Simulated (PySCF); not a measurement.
## Does the structure fit the spectrum?

A compound C₄H₁₄OSi₂ gives the data below (simulated from a calculation) and was assigned the structure `C[SiH](C)O[SiH](C)C`.

13C{1H} NMR (computed): δ 27.2 (CH3, 3C), 22.8 (C).

1H NMR (300 MHz, computed): δ 5.24 (s, 3H), 4.87 (s, 2H), 1.04 (s, 9H).

Rapidly exchanging positions averaged, one conformer, non-relativistic, isolated molecule. σ from GIAO-PBE0/pcSseg-1; GFN2-xTB structure; PySCF.

Referencing at the same level of theory: 1H, 13C against TMS.

Problem. Compare with the shifts computed for the proposed structure, pairing carbons in order of shift.

Solution. Atom-mapped SMILES (the numbers label the heavy atoms): `[CH3:1][SiH:2]([CH3:3])[O:4][SiH:5]([CH3:6])[CH3:7]` (H(Xn): hydrogen on atom n).

```
atom  computed for proposal  given list  difference
  C1                    2.2        27.2       -25.0
  C3                    2.2        27.2       -25.0
  C6                    2.2        27.2       -25.0
  C7                    2.2        22.8       -20.6
```

The rms difference is 24.0 ppm and the largest -25.0 ppm at C1 (methyl carbon bonded to Si). The proposal also would give 1 carbon signal, not 2. The carbon types in order of shift don't match either: CH3, CH3, CH3, CH3 for the proposal against CH3, CH3, CH3, C in the data. The proposal doesn't fit.

Problem. Which isomer fits?

Solution. `CC(C)(C)[SiH2]O[SiH3]`.

1. Carbon types of the structure: 1 × C, 3 × CH3, leaving 5 H on heteroatoms.
2. δC 27.2: methyl carbon; a saturated carbon with 1 carbon neighbour and no heteroatom attached.
3. δC 22.8: fully substituted sp3 carbon bonded to Si.
4. δH 5.24: hydrogen on a silicon bonded to O.
5. δH 4.87: hydrogen on a silicon bonded to C, O.

The data come from this structure; uniqueness wasn't tested.

Shifts are as computed. Against solution values, carbons near 30 ppm lie about +3 ppm off and those near 130 ppm about +5 ppm. Of 1211 compounds with measured shifts, 218 miss one by over three times the rms of a fit or turn the order of signals round; such compounds aren't used in these exercises. Multiplicities follow the n + 1 count of equivalent neighbours, as no J values were calculated; m marks all less simple cases, F and P coupling included.
